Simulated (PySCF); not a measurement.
## Indirect couplings

Molfile (atoms numbered from 1):
```
C4H12Ge
     RDKit          3D

 17 16  0  0  0  0  0  0  0  0999 V2000
   -0.2623   -1.0373   -1.6333 C   0  0  0  0  0  0  0  0  0  0  0  0
   -0.0020    0.0039    0.0035 Ge  0  0  0  0  0  4  0  0  0  0  0  0
   -0.0917    1.9133   -0.4188 C   0  0  0  0  0  0  0  0  0  0  0  0
   -1.4046   -0.4531    1.2903 C   0  0  0  0  0  0  0  0  0  0  0  0
    1.7491   -0.4155    0.7719 C   0  0  0  0  0  0  0  0  0  0  0  0
   -1.2393   -0.8124   -2.0873 H   0  0  0  0  0  0  0  0  0  0  0  0
   -0.2245   -2.1162   -1.4182 H   0  0  0  0  0  0  0  0  0  0  0  0
    0.5204   -0.8069   -2.3718 H   0  0  0  0  0  0  0  0  0  0  0  0
    0.0433    2.5215    0.4885 H   0  0  0  0  0  0  0  0  0  0  0  0
   -1.0663    2.1689   -0.8618 H   0  0  0  0  0  0  0  0  0  0  0  0
    0.6950    2.1893   -1.1373 H   0  0  0  0  0  0  0  0  0  0  0  0
   -2.4001   -0.2280    0.8785 H   0  0  0  0  0  0  0  0  0  0  0  0
   -1.3699   -1.5250    1.5379 H   0  0  0  0  0  0  0  0  0  0  0  0
   -1.2819    0.1182    2.2230 H   0  0  0  0  0  0  0  0  0  0  0  0
    1.8238   -1.4880    1.0076 H   0  0  0  0  0  0  0  0  0  0  0  0
    2.5556   -0.1614    0.0674 H   0  0  0  0  0  0  0  0  0  0  0  0
    1.9129    0.1522    1.7004 H   0  0  0  0  0  0  0  0  0  0  0  0
  1  2  1  0
  2  3  1  0
  2  4  1  0
  2  5  1  0
  1  6  1  0
  1  7  1  0
  1  8  1  0
  3  9  1  0
  3 10  1  0
  3 11  1  0
  4 12  1  0
  4 13  1  0
  4 14  1  0
  5 15  1  0
  5 16  1  0
  5 17  1  0
M  END
```

Couplings: B3LYP/pcJ-1 (pcSseg-1 on Ge) (without the spin–dipole term) in PySCF, geometry PBE0-D3(BJ)/def2-SVP; gas phase, one conformer, non-relativistic. Couplings are averaged over pairs made equivalent by symmetry, fast rotation or ring inversion, so a value needn't be that of the named pair in this geometry, while other rotamers aren't included; one pair stands for each set, and the list holds those of at least 0.8 Hz over up to four bonds.

Isotopes: 13C, 1H.

```
  pair  bonds  J (Hz)
C1, H6      1   133.2
C1, C3      2       ?
H6, H7      2   -13.3
C1, H9      3       ?
```

Estimate the withheld couplings, with signs.

Answers


- 2J(C1,C3) = 4.3 Hz
- 3J(C1,H9) = 2.0 Hz (mean over equivalent pairs that range from -0.1 to 6.1 Hz in this conformer)

Relativistic effects of the heavier atoms present are left out.
